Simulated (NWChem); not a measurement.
Species: Si2H4ClF; SMILES [Si@H](F)([SiH3])Cl

```xyz
8

F      1.8408     0.3037     0.3987
Si     0.4516     0.1362    -0.4257
Si    -0.5195    -1.9216     0.1154
Cl    -0.8309     1.6354     0.1785
H      0.7622     0.3499    -1.8641
H      0.3893    -3.0428    -0.2703
H     -0.7763    -1.9594     1.5851
H     -1.8095    -2.0480    -0.6268
```
Atoms are numbered in this order, from 1.

Results from NWChem. The geometry was optimised at PBE0/def2-SVP. GIAO values for the isolated, static molecule; σ is the absolute isotropic shielding, δ = σ(reference) − σ with the isolated reference molecule computed at the same levels (19F: trichlorofluoromethane, 1H: tetramethylsilane, 29Si: tetramethylsilane).

For level PBE/pcSseg-1:

| Property | Result |
|---|---|
| δ F1 (ppm) | -174.1 |
| δ Si2 (ppm) | 34.3 |
| δ Si3 (ppm) | -109.8 |
| σ Cl4 (ppm) | 834.8 |
| δ H5 (ppm) | 6.35 |

What are these values for level PBE0/pcSseg-1?

The δ F1 (ppm) is -162.2 and the δ Si2 (ppm) is 32.1. The δ Si3 (ppm) comes out as -103.8 and the σ Cl4 (ppm) is 870.8. The δ H5 (ppm) comes out as 6.03.
